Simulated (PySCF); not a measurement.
KSi: frontier orbitals

B97-3 at R = 3.059 Å; basis K def2-TZVPP, Si def2-TZVPP; no relativity; PySCF 2.14. State: ⁴Σ⁻ (quartet), unpaired electrons σ ↑, π ↑↑. Only the outer orbitals are listed, counted within each symmetry.

```tsv
spin	orbital	occ.	ε (eV)	on K (%)	main shells (%)
α	7σ	1	-39.20	100	100 K s
α	3π	1	-21.54	100	100 K p
α	3π	1	-21.54	100	100 K p
α	8σ	1	-21.49	99	99 K p
α	9σ	1	-10.87	3	97 Si s
α	10σ	1	-3.98	14	84 Si p, 12 K s
α	4π	1	-3.66	8	92 Si p
α	4π	1	-3.66	8	92 Si p
α	11σ	0	-0.91	95	80 K s, 15 K p
α	12σ	0	0.92	99	58 K s, 32 K p, 10 K d
α	5π	0	0.94	97	94 K p
β	7σ	1	-39.14	100	100 K s
β	3π	1	-21.50	100	100 K p
β	3π	1	-21.50	100	100 K p
β	8σ	1	-21.41	100	100 K p
β	9σ	1	-8.26	16	84 Si s
β	10σ	0	-1.38	72	72 K s, 25 Si p
β	4π	0	-1.01	38	62 Si p, 22 K p, 15 K d
β	4π	0	-1.01	38	62 Si p, 22 K p, 15 K d
```

Question: Which are the highest filled and the lowest empty level, where do they sit, and how wide is the gap?

Answer: Highest filled α 4π at -3.66 eV (in %: 92 Si p); lowest empty β 10σ at -1.38 eV (in %: 72 K s, 25 Si p); the gap at B97-3 is 2.28 eV.

The bond order (Mayer) is 0.85. The ⟨S²⟩ is 3.753, the charge on K (Mulliken, basis-dependent) is 0.52 and the charge on K (Löwdin, basis-dependent) is 0.26. The dipole moment (positive dipole means K(−)Si(+)) is -10.14 D.

The state was picked by a PBE0 search and need not be the measured ground state.
